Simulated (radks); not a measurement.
Results of a calculation; reference values are marked as such.
Problem. The mean radii <r> (bohr) of the occupied orbitals of an atom or ion are listed with their occupations. Code: a radial shooting solver on a logarithmic mesh with Libxc functionals. Model: Dirac Kohn-Sham, AM05, spin-unpolarised, spherical densities, finite nucleus; Fermi nuclear charge, rms radius of each element as measured or else 0.836 A^(1/3) + 0.57 fm.

| orbital | occ. | <r> |
|---|---|---|
| 1s1/2 | 2 | 0.01775 |
| 2s1/2 | 2 | 0.07431 |
| 2p1/2 | 2 | 0.06133 |
| 2p3/2 | 4 | 0.06952 |
| 3s1/2 | 2 | 0.1935 |
| 3p1/2 | 2 | 0.1836 |
| 3p3/2 | 4 | 0.1987 |
| 3d3/2 | 4 | 0.1735 |
| 3d5/2 | 6 | 0.1781 |
| 4s1/2 | 2 | 0.4320 |
| 4p1/2 | 2 | 0.4358 |
| 4p3/2 | 4 | 0.4696 |
| 4d3/2 | 4 | 0.4826 |
| 4d5/2 | 6 | 0.4940 |
| 5s1/2 | 2 | 1.005 |
| 5p1/2 | 2 | 1.094 |
| 4f5/2 | 6 | 0.5520 |
| 4f7/2 | 8 | 0.5602 |
| 5p3/2 | 4 | 1.190 |
| 5d3/2 | 4 | 1.584 |
| 5d5/2 | 1 | 1.629 |

Name the element and its charge. Open shells, if any, fill j = l - 1/2 first.

Solution. Z = 76, osmium, charge +3: Os3+ in [Xe] 4f14 5d5. The 1s radius gives Z: for a bare nucleus <r> = (2 gamma + 1)/(2Z) with gamma = sqrt(1 - (Z/c)^2), 0.01753 bohr for Z = 76, and screening makes it slightly larger (0.01775 here). The occupations add up to 73, and the charge is Z minus that.
